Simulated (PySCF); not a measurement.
C₄H₄FNS.
Geometry (GFN2-xTB, Å), atoms numbered from 1 in this order:
```xyz
11
C4H4FNS angstrom
C      1.9611    0.0095    0.0552
C      0.4833   -0.0249    0.0172
N     -0.2681    0.9849   -0.2399
C     -1.5738    0.6521   -0.2020
F     -2.4858    1.5893   -0.4470
C     -1.8717   -0.6415    0.0897
S     -0.4072   -1.5055    0.3341
H      2.3763   -0.6852   -0.6738
H      2.2985    1.0173   -0.1706
H      2.3223   -0.2826    1.0405
H     -2.8294   -1.1106    0.1706
```

Computed, not measured: TDDFT B3LYP/def2-SVPD, vertical, gas phase, core orbitals frozen in the response in PySCF.

Kohn–Sham orbitals with the atoms that hold most of them (Löwdin shares over 4%, at most four atoms; ? is withheld):

```json
{"orbital": "HOMO-3", "ε (eV)": "-10.48", "atoms": "S7 34%, F5 24%, C6 14%, C4 8%"}
{"orbital": "HOMO-2", "ε (eV)": "-8.32", "atoms": "S7 39%, N3 26%, C6 15%, C2 11%"}
{"orbital": "HOMO-1", "ε (eV)": "-8.16", "atoms": "?"}
{"orbital": "HOMO", "ε (eV)": "-6.83", "atoms": "C6 26%, C4 20%, S7 17%, C2 16%"}
{"orbital": "LUMO", "ε (eV)": "?", "atoms": "?"}
{"orbital": "LUMO+1", "ε (eV)": "-0.30", "atoms": "S7 61%, C6 11%, C2 8%, C4 5%"}
{"orbital": "LUMO+2", "ε (eV)": "0.26", "atoms": "S7 39%, C1 18%, C2 8%, H8 7%"}
```

Question: Give the leading atoms of the HOMO-1.

Answer: N3 (bonded to 2 C) 59%; S7 (bonded to 2 C) 18%; C2 (bonded to C, N and S) 8%; C4 (bonded to C, F and N) 8%. By element: nitrogen 59%, sulfur 18%, carbon 16% or more.

Question: Which atoms hold the LUMO, and with what shares?

Answer: C2 (bonded to C, N and S) 26%; S7 (bonded to 2 C) 22%; C6 (bonded to C, S and H) 16%; N3 (bonded to 2 C) 15%. By element: carbon 41% or more, sulfur 22%, nitrogen 15%.

Question: What is the LUMO energy, and the HOMO–LUMO gap?

Answer: ε(LUMO) = -1.21 eV; the gap is 5.62 eV (0.2066 hartree).

Question: The HOMO–LUMO gap is 5.62 eV. Where does the response calculation put the lowest singlet, and from which orbitals?

Answer: S1 is at 5.21 eV (f = 0.096), 0.41 eV below the gap, made of HOMO→LUMO (94%). 

Question: Give energy, strength and leading configuration of S1, S2, S3, S5, S7 and S8, and follow the Löwdin shares of the leading atoms from the occupied to the empty orbital.

Answer: 
- S1 (5.21 eV, f 0.096), HOMO→LUMO (94%): C6 26% → 16%, C4 20% → at most 16%, C2 16% → 26%, S7 17% → 22%
- S2 (5.36 eV, f 0.0006), HOMO→LUMO+1 (98%): C6 26% → 11%, C4 20% → 5%, S7 17% → 61%
- S3 (5.58 eV, f 0.0002), HOMO-1→LUMO (99%): N3 59% → 15%, S7 18% → 22%, C2 8% → 26%
- S5 (6.39 eV, f 0.057), HOMO-2→LUMO (79%): S7 39% → 22%, N3 26% → 15%, C2 11% → 26%
- S7 (6.75 eV, f 0.0000), HOMO-2→LUMO+1 (88%): S7 39% → 61%, N3 26% → at most 5%, C6 15% → 11%
- S8 (6.90 eV, f 0.017), HOMO-1→LUMO+1 (75%): N3 59% → at most 5%, S7 18% → 61%, C6 at most 8% → 11%

Löwdin shares depend on the basis, the more so with diffuse functions.
